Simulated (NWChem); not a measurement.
# GeNH$_{5}$; SMILES [GeH3][NH2]

Results from NWChem. Coordinates come from a PBE-D3(BJ)/def2-SVP optimisation. B3LYP is NWChem's, with the RPA form of VWN correlation.

For level B3LYP/def2-TZVP:

* **orbital gap (eV)**: 7.21

Question: How do the values read with level B3PW91/def2-TZVP instead?

Answer: The orbital gap (eV) is 7.44.
